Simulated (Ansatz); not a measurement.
Input file for Ansatz (a first-principles code): R-CCSD(T)/cc-pV(T+d)Z on H2 (SMILES [H][H]). The basis file is the Basis Set Exchange's JSON of that set.

Ansatz 0.2 input:
```yaml
crystal:
  periodic: [false, false, false]
  atoms:
    - {symbol: H, position_ang: [0.00000000, 0.00000000, 0.37198582]}
    - {symbol: H, position_ang: [-0.00000000, -0.00000000, -0.37198582]}
basis:
  gaussian:
    orbitals: cc-pV_T+d_Z.json
magnetization: {spin_polarized: false}
correlation: {method: ccsd_t, electrons: outside_noble_gas}
scf: {lower_state_search: off}
```

**Question.** What total energy does the run end on?

**Answer.** -1.1723 hartree (reference determinant -1.1329, T1 diagnostic 0.006).
